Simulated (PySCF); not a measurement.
C8H7N.
Structure used (GFN2-xTB), in Å, numbered top down from 1:
```xyz
16
C8H7N angstrom
C      3.599    0.237   -0.207
C      2.161    0.145   -0.122
C      0.962    0.066   -0.054
C     -0.447   -0.027    0.025
C     -1.066   -1.197    0.471
C     -2.448   -1.229    0.527
N     -3.220   -0.211    0.183
C     -2.632    0.897   -0.238
C     -1.261    1.048   -0.339
H      3.897    1.255   -0.458
H      4.046   -0.039    0.748
H      3.967   -0.441   -0.977
H     -0.473   -2.051    0.762
H     -2.969   -2.115    0.866
H     -3.301    1.704   -0.509
H     -0.823    1.970   -0.689
```

The closed-shell SCF was solved with PySCF and density fitting under several settings on one GFN2-xTB geometry (grid level 2 and gas phase unless stated).

| settings | basis functions | SCF cycles | E (Eh) | HOMO (eV) | LUMO (eV) | dipole (D) |
| --- | --- | --- | --- | --- | --- | --- |
| PBE0/pcSseg-1 | 188 | 14 | -363.2724 | -7.19 | -1.31 | 3.29 |
| PBE0/def2-SVPD | 236 | 14 | -363.0715 | -7.18 | -1.34 | 3.27 |
| KT2/pcSseg-0 | 95 | 16 | -369.4030 | -5.59 | -2.02 | 3.54 |

**Question.** Estimate the row for these settings: revPBE/pcSseg-1.

**Answer.** 
```csv
settings,basis functions,SCF cycles,E (Eh),HOMO (eV),LUMO (eV),dipole (D)
revPBE/pcSseg-1,188,16,-363.6167,-5.72,-2.04,3.27
```

**Question.** Over all rows, what range does the HOMO–LUMO gap span?

**Answer.** From 3.57 eV (KT2/pcSseg-0) to 5.88 eV (PBE0/pcSseg-1). The functional of the narrowest has no exact exchange, that of the widest 25 % exact exchange.

**Question.** Compare two rows with the functional PBE0: PBE0/pcSseg-1 and PBE0/def2-SVPD. Which energy is lower, and by how much?

**Answer.** PBE0/pcSseg-1 (188 functions) lies 0.2009 Eh or 126 kcal/mol below PBE0/def2-SVPD (236 functions). The smaller set gives the lower energy; the two sets aren't nested, so the variational bound doesn't order them by size.

Whole jobs, the steps after the SCF included, on one thread of an Arm Neoverse V1, no GPU, shared host:

| settings | work after the SCF | wall time | peak memory |
| --- | --- | --- | --- |
| PBE0/pcSseg-1 | shieldings, ring-centre shieldings, charges and field gradients, density and orbital grids written | 33 s | 0.83 GiB |
| PBE0/def2-SVPD | 6 singlets by full TDDFT, 2 Tamm–Dancoff triplets, polarisability, density and orbital grids written | 50 s | 0.96 GiB |
| KT2/pcSseg-0 | 12 singlets by full TDDFT, polarisability | 18 s | 0.49 GiB |
| revPBE/pcSseg-1 | spin–spin couplings from 7 perturbed nuclei, spin–dipole term left out | 35 s | 0.71 GiB |

Cycle counts include a coarse-grid stage where the run had one. KT2 was designed for NMR shieldings or shifts; total energies of different functionals aren't comparable.
